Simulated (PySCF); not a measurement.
HgO: energy against distance

Set-up: PySCF, scalar-relativistic core potentials, basis sets Hg cc-pVDZ-PP with ECP60, O cc-pVDZ. Energies in eV from Hg + O in their ground configurations at the same level. State: ³Π (triplet), unpaired electrons σ ↑, π ↑.

All columns are PBE0. A positive dipole means Hg(−)O(+).

```tsv
R (Å)	E (eV)	μ (D)	Mulliken charge on Hg (basis-dependent)	HOMO (eV)	LUMO (eV)	Mayer bond order	⟨S²⟩
1.925	0.003	-1.33	0.31	-6.82	-3.73	0.98	2.01
2.014	-0.204	-1.46	0.28	-7.00	-3.55	0.92	2.01
2.104	-0.301	-1.52	0.25	-7.17	-3.56	0.85	2.02
2.171	-0.330	-1.53	0.22	-7.27	-3.63	0.80	2.02
2.238	-0.335	-1.50	0.20	-7.37	-3.69	0.74	2.02
2.305	-0.327	-1.45	0.17	-7.45	-3.73	0.68	2.02
2.395	-0.302	-1.35	0.14	-7.54	-3.77	0.59	2.02
2.507	-0.264	-1.19	0.11	-7.61	-3.80	0.49	2.01
2.641	-0.217	-1.00	0.08	-7.66	-3.82	0.38	2.01
2.820	-0.164	-0.74	0.04	-7.69	-3.83	0.27	2.01
```

A fit through these points gives, at Re = 2.225 Å, μ = -1.51 D and dμ/dR = 0.538 D/Å; the reduced mass is 14.82 u.

Problem. How strong is the fundamental in the double-harmonic approximation, I = 42.26·(dμ/dR)²/μred km/mol?

Solution. I = 42.26·(0.538)²/14.82 = 0.825 km/mol at PBE0.

The bond is weak. Basis-set superposition, not corrected here, can be much of De in a small basis, most of all at correlated wavefunction levels. Functionals without a dispersion term scatter widely for such bonds, and LDA overbinds them. Spin–orbit coupling is left out, which matters for elements this heavy, above all for dissociation energies. The state was picked by a PBE0 search and need not be the measured ground state.
